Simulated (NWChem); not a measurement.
System: CH$_{4}$BeO; SMILES [BeH][O]C

Input file for NWChem:

```
start job
memory heap 200 mb stack 900 mb global 1100 mb
geometry units angstroms noautoz
  Be    -0.012231     1.643562    -0.002768
  H     -0.032232     2.982477    -0.006257
  O      0.008451     0.240649     0.001508
  C     -0.004052    -1.143023    -0.000636
  H      0.891072    -1.555315     0.517670
  H     -0.906362    -1.539356     0.517734
  H     -0.007328    -1.544944    -1.039114
end
basis spherical
  Be library def2-tzvp
  H library def2-tzvp
  O library def2-tzvp
  C library def2-tzvp
end
dft
  xc n12
  iterations 150
  mulliken
end
task dft energy
```

Coordinates come from a PBE-D3(BJ)/def2-SVP optimisation.

### Question
Predict the main results of this run. (N12/def2-TZVP.) Quantities: energy (Ha); highest occupied level (eV); orbital gap (eV); dipole (D).

### Answer
```yaml
energy (Ha): -130.56
highest occupied level (eV): -6.79
orbital gap (eV): 6.37
dipole (D): 1.60
```
